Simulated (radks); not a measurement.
The nitrogen ion N3+, configuration [He] 2s1 7s1 (not the ground configuration).

Calculated with a radial shooting solver on a logarithmic mesh with Libxc functionals: Dirac Kohn-Sham, PBEsol, spin-unpolarised, spherical densities, point nucleus.

Energy parts (hartree):
part                      energy
total                  -48.30291
kinetic                 48.28422
electron-nucleus      -103.47227
Hartree                 11.34007
exchange-correlation    -4.45492

Orbitals (lengths in bohr, moments of r in powers of bohr):
orbital  occ.  eigenvalue (hartree)    <1/r>
1s1/2       2             -17.48284    6.655
2s1/2       1              -3.12456    1.383
7s1/2       1              -0.16807  0.08880

The highest occupied level is 7s1/2 at -4.573 eV. Summed over all electrons, <r^2> = 302.4 bohr^2, which gives a Langevin (diamagnetic) susceptibility term of -239 x 10^-6 cm^3/mol. The density falls to 0.001 e/bohr^3 at r = 2.20 bohr.
